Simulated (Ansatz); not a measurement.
System: ZnO, charge 0, multiplicity 1. SMILES: [O]=[Zn]
Geometry: optimised at B3LYP-D3(BJ)/def2-TZVP (Ansatz, a first-principles code).

Property: vertical ionisation energy (to the doublet state of charge +1; each state is the SCF solution reached for its spin; for the singlet the Hartree-Fock reference is unstable and T1 is 0.032), in eV. Cores are frozen in the correlated levels unless marked. UHF or UKS for open shells. No spin-orbit coupling. Frozen are the shells of the preceding noble gas and the d and f shells that filled before the atom's block. Non-relativistic. CBS(X,Y): correlation extrapolated as X^-3; Hartree-Fock from the larger set.

| level | program | vertical ionisation energy (eV) |
|---|---|---|
| SVWN5/def2-TZVPD | Ansatz | … |
| PBE/def2-TZVPD | Ansatz | 9.40 |
| r2SCAN/def2-TZVPD | Ansatz | … |
| B3LYP/def2-TZVPD | Ansatz | 9.15 |
| PBE0/def2-TZVPD | Ansatz | 8.81 |
| BHLYP/def2-TZVPD | Ansatz | 8.30 |
| CAM-B3LYP/def2-TZVPD | Ansatz | 8.97 |
| wB97M-V/def2-TZVPD | Ansatz | 8.78 |
| wB97X-V/def2-TZVPD | Ansatz | 8.70 |
| CCSD/def2-SVPD | Ansatz | 8.50 |
| CCSD/def2-TZVPPD | Ansatz | 8.66 |
| CCSD/def2-QZVPPD | Ansatz | … |
| CCSD(T)/CBS(def2-TZVPPD,def2-QZVPPD) | Ansatz | … |

Q: Fill in the missing entries.

A: 
- SVWN5/def2-TZVPD, vertical ionisation energy (eV): 9.87
- r2SCAN/def2-TZVPD, vertical ionisation energy (eV): 9.03
- CCSD/def2-QZVPPD, vertical ionisation energy (eV): 8.74
- CCSD(T)/CBS(def2-TZVPPD,def2-QZVPPD), vertical ionisation energy (eV): 9.25
